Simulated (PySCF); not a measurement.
**Radial density of Si⁺ (silicon, charge +1)**

UHF, [Ne] 3s2 3p1, 2P determinant. Calculation: PySCF 2.14, in aug-cc-pV(T+d)Z (6s5p4d2f, 55 functions); the non-relativistic Hamiltonian (point nucleus).

```
r (bohr)  4πr²ρ (e/bohr)  4πr²(ρα − ρβ)
 0.00151         0.04850         0.0000
 0.00254          0.1331         0.0000
 0.00427          0.3591         0.0000
 0.00718          0.9362         0.0000
  0.0121           2.311         0.0000
  0.0203           5.195         0.0000
  0.0342           10.01         0.0003
  0.0575           14.92         0.0021
  0.0967           14.95         0.0111
   0.163           10.22         0.0391
   0.274           11.55         0.0789
   0.460           14.03         0.0547
   0.774           6.008        -0.0010
    1.30           1.602         0.2411
    2.19           1.422         0.4623
    3.68          0.2794         0.1345
    6.19        0.007530         0.0059
    10.4       2.200e-05         0.0000
```
